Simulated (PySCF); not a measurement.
GaI₂ (SMILES [I][Ga+][I]), charge +1, singlet, geometry from GFN2-xTB (such geometries of metal compounds can be far from the true shape) (all electrons, no relativity).

Here is a job for PySCF.
```python
from pyscf import gto, scf

mol = gto.M(
    atom='''
Ga    0.00000000    0.00000000    0.00000000
I     0.00000000    0.00000000    2.50445284
I    -0.00000000   -0.00000000   -2.50445284
''',
    basis='sto-3g',
    charge=1,
    verbose=4,
)

mf = scf.RHF(mol)
mf.kernel()
mf.analyze()
```

**Question.** Give the HOMO energy at the level HF/STO-3G run with PySCF.

**Answer.** -13.42 eV

**Question.** Give the nuclear repulsion energy at the level HF/STO-3G.

**Answer.** 991.0770 Eh

**Question.** Give the HOMO-LUMO gap at the level HF/STO-3G.

**Answer.** 10.48 eV
